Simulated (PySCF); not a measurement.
Isomers of CH9NSi2. Isolated molecules, 0 K electronic values unless said otherwise. One relaxed conformer stands for each flexible species; it need not be the lowest. Strings in code marks are SMILES.

The numbers are results of PBE-D3(BJ)/def2-TZVP // PBE0-D4/def2-TZVP in PySCF, not measurements. Excitations are Tamm–Dancoff values on a coarser integration grid. The basis has no diffuse functions, so Rydberg states are missing or too high.

```
species                                      LUMO (eV)  S1 excitation (TDA) (eV)
------------------------------------------  ----------  ------------------------
`C[Si@@H](N)[SiH3]`                         (withheld)                      5.25
`N([SiH2]C)[SiH3]` (C–Si–N–Si torsion 75°)       -0.66                      5.50
`C[SiH2][SiH2]N`                                 -0.79                      5.21
`NC[SiH2][SiH3]`                                 -0.61                      5.03
`CN([SiH3])[SiH3]`                               -0.75                (withheld)
`[SiH3]CN[SiH3]` (Si–C–N–Si torsion 155°)   (withheld)                      4.98
```

### Question
Some entries are withheld; supply them.

### Answer

- `C[Si@@H](N)[SiH3]`, LUMO (eV): -0.69
- `CN([SiH3])[SiH3]`, S1 excitation (TDA) (eV): 5.13
- `[SiH3]CN[SiH3]` (Si–C–N–Si torsion 155°), LUMO (eV): -0.63
